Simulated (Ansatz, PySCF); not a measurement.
CH₉NSi₄, SMILES [SiH3][SiH2][Si@H]1C=N[SiH2]1.

Coordinates come from a B3LYP-D3(BJ)/def2-SVP optimisation. The structure was generated by enumeration; whether it is a known compound was not checked. One conformer was computed; it need not be the lowest.

Vertical ionisation energy (IE) and electron affinity (EA) in eV. Rows of orbital energies are one-electron estimates. Where ΔSCF, EOM or ADC give a negative EA the extra electron is unbound and the value depends on the basis.

| level | IE | EA |
|---|---|---|
| −ε(HOMO), −ε(LUMO), PBE0/def2-TZVP (PySCF) | 6.69 | 1.31 |
| −ε(HOMO), −ε(LUMO), PBE/def2-TZVP (PySCF) | 5.45 | 2.38 |
| ΔSCF, CAM-B3LYP/def2-SVPD (Ansatz), final states of multiplicity 2 and 2 | 8.54 | -0.35 |
| ΔSCF, PBE/def2-SVPD (Ansatz), final states of multiplicity 2 and 2 | 8.25 | -0.08 |

Task: What vertical singlet–triplet gap does ΔSCF give with CAM-B3LYP/def2-SVPD (Ansatz, an electronic-structure program) and with PBE/def2-SVPD (Ansatz)? (Estimate from the structure and the level; the computed values follow.)

Result: 2.91 and 2.80 eV (triplet above singlet where positive).
